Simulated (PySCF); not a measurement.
**cyclo-(AsH)3: computed shieldings and shifts**

cyclo-(AsH)3, As3H3, point group Cs.

Bonds: As1-As2 2.443 Å, As1-As3 2.462 Å, As2-As3 2.441 Å. As1 carries H4; As2 carries H5; As3 carries H6.

GIAO calculations in PySCF 2.14 on the PBE0-D3(BJ)/def2-SVP structure: isolated species, non-relativistic, equivalent atoms averaged; basis pcSseg-1.

**Question.** Give the isotropic shieldings (ppm) with B3LYP, PBE0.

**Answer.** 
```tsv
atoms	environment	B3LYP	PBE0
As1/As2/As3	arsenic bonded to 2 As, H	1894	1967
H4/H5/H6	hydrogen on an arsenic bonded to 2 As	30.78	30.52
HOMO–LUMO gap (eV)	–	5.80	6.18
```

**Question.** And the chemical shifts, against references computed in the same way?

**Answer.** 
```json
{"atoms": "As1/As2/As3", "nucleus, reference": "⁷⁵As, AsH3", "B3LYP": "-30", "PBE0": "-57"}
{"atoms": "H4/H5/H6", "nucleus, reference": "¹H, TMS", "B3LYP": "0.60", "PBE0": "0.75"}
```

**Question.** Which part of the shielding of As1/As2/As3 depends on the functional?

**Answer.** Diamagnetic: B3LYP 2875, PBE0 2875 ppm; paramagnetic: B3LYP -981, PBE0 -907 ppm. The diamagnetic part, set mainly by inner electrons, hardly moves; the paramagnetic part goes with low-lying magnetically allowed excitations and carries the spread.

**Question.** What couplings does B3LYP/pcJ-1 (pcSseg-1 on As) give?

**Answer.** ³J(H4,H5) = 14.6 Hz (averaged over equivalent pairs; isotopes ¹H).

Relativistic effects, spin–orbit coupling among them, are left out; they matter for As and for the light atoms bonded to it. The averaged As atoms aren't alike in the static structure (σ from 1848 to 1917 ppm); the average presumes fast exchange among these sites.
